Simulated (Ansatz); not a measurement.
A calculation with Ansatz (development build ahead of 0.2.0).

```yaml
crystal:
  periodic: [false, false, false]
  atoms:
    - { symbol: H, position_ang: [1.3, 0.0, 0.0] }
    - { symbol: H, position_ang: [1.05172, 0.76412, 0.0] }
    - { symbol: H, position_ang: [0.40172, 1.23637, 0.0] }
    - { symbol: H, position_ang: [-0.40172, 1.23637, 0.0] }
    - { symbol: H, position_ang: [-1.05172, 0.76412, 0.0] }
    - { symbol: H, position_ang: [-1.3, 0.0, 0.0] }
    - { symbol: H, position_ang: [-1.05172, -0.76412, 0.0] }
    - { symbol: H, position_ang: [-0.40172, -1.23637, 0.0] }
    - { symbol: H, position_ang: [0.40172, -1.23637, 0.0] }
    - { symbol: H, position_ang: [1.05172, -0.76412, 0.0] }
basis:
  gaussian: { orbitals: def2-SVP }
hamiltonian:
  xc: hf
correlation:
  method: mp2
  frozen_orbitals: { H: 0 }
output:
  forces: true
```

The input is written out in the form of the current development build from the run's settings.

Output:

- Converged: yes
- Reference energy: -5.26871 hartree
- Correlation energy: -0.19567 hartree
- Total energy: -5.46438 hartree

Forces (eV/Å):
| atom | Fx | Fy | Fz |
| --- | --- | --- | --- |
| H1 | 2.903 | 0.000 | 0.000 |
| H2 | 2.348 | 1.706 | 0.000 |
| H3 | 0.897 | 2.761 | 0.000 |
| H4 | -0.897 | 2.761 | 0.000 |
| H5 | -2.348 | 1.706 | 0.000 |
| H6 | -2.903 | 0.000 | 0.000 |
| H7 | -2.348 | -1.706 | 0.000 |
| H8 | -0.897 | -2.761 | 0.000 |
| H9 | 0.897 | -2.761 | 0.000 |
| H10 | 2.348 | -1.706 | 0.000 |
